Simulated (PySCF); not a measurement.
**Magnetisability: `[C@H]1(CC)C=COC1=O`, C6H8O2**

Molfile (atoms numbered from 1):
```
C6H8O2
     RDKit          3D

 16 16  0  0  0  0  0  0  0  0999 V2000
   -2.1646    0.2982   -0.3166 C   0  0  0  0  0  0  0  0  0  0  0  0
   -0.9542   -0.3141    0.3739 C   0  0  0  0  0  0  0  0  0  0  0  0
    0.3484    0.4194    0.0034 C   0  0  1  0  0  0  0  0  0  0  0  0
    1.5493   -0.0829    0.7404 C   0  0  0  0  0  0  0  0  0  0  0  0
    2.4146   -0.5572   -0.1456 C   0  0  0  0  0  0  0  0  0  0  0  0
    1.9826   -0.4361   -1.4433 O   0  0  0  0  0  0  0  0  0  0  0  0
    0.7586    0.1542   -1.4408 C   0  0  0  0  0  0  0  0  0  0  0  0
    0.1554    0.3909   -2.4455 O   0  0  0  0  0  0  0  0  0  0  0  0
   -2.3211    1.3208    0.0201 H   0  0  0  0  0  0  0  0  0  0  0  0
   -2.0187    0.3085   -1.3932 H   0  0  0  0  0  0  0  0  0  0  0  0
   -3.0569   -0.2806   -0.0908 H   0  0  0  0  0  0  0  0  0  0  0  0
   -0.8597   -1.3660    0.0952 H   0  0  0  0  0  0  0  0  0  0  0  0
   -1.0763   -0.2650    1.4585 H   0  0  0  0  0  0  0  0  0  0  0  0
    0.1946    1.4938    0.1465 H   0  0  0  0  0  0  0  0  0  0  0  0
    1.6582   -0.0676    1.8056 H   0  0  0  0  0  0  0  0  0  0  0  0
    3.3821   -1.0071   -0.0265 H   0  0  0  0  0  0  0  0  0  0  0  0
  1  2  1  0
  2  3  1  0
  3  4  1  0
  4  5  2  0
  5  6  1  0
  6  7  1  0
  7  8  2  0
  7  3  1  0
  1  9  1  0
  1 10  1  0
  1 11  1  0
  2 12  1  0
  2 13  1  0
  3 14  1  6
  4 15  1  0
  5 16  1  0
M  END
```

Theory: GIAO HF/pcSseg-1 magnetisability, rotational g tensor and spin-rotation constants, non-relativistic, gas phase (PySCF). Geometry: GFN2-xTB.

Problem. What are the magnetisability and the molar susceptibility?

Solution. Isotropic -1140 × 10⁻³⁰ J/T², or -68.6 × 10⁻⁶ cm³/mol; principal values -1291, -1071, -1057 × 10⁻³⁰ J/T², anisotropy 227 × 10⁻³⁰ J/T² (root of half the summed squared differences of the principal values). The susceptibility is in cgs units.

Problem. Split it along the inertial axes a, b, c into diamagnetic and paramagnetic parts about the centre of mass, with the quadrupole moment.

Solution. 
```csv
axis,χ (10⁻⁶ cm³/mol),diamagnetic (10⁻⁶ cm³/mol),paramagnetic (10⁻⁶ cm³/mol),summed x² of all electrons (Å²),quadrupole Θ (D Å)
a,-66.0,-432.3,366.3,156.8,+5.59
b,-64.0,-750.3,686.3,81.8,-7.29
c,-75.9,-1012.4,936.4,20.1,+1.70
```
Anisotropies 2χaa − χbb − χcc = +7.9 and 2χbb − χaa − χcc = +13.9 × 10⁻⁶ cm³/mol. Θ is traceless in Buckingham's convention.

Problem. And the rotational g tensor?

Solution. 
```tsv
axis	rotational constant (GHz)	g	nuclear part	electronic part
a	3.5506	-0.0393	0.5718	-0.6110
b	1.8877	-0.0159	0.5927	-0.6086
c	1.3225	-0.0070	0.5748	-0.5818
```
Asymmetric top; isotopes 12C, 1H, 16O; no vibrational averaging.
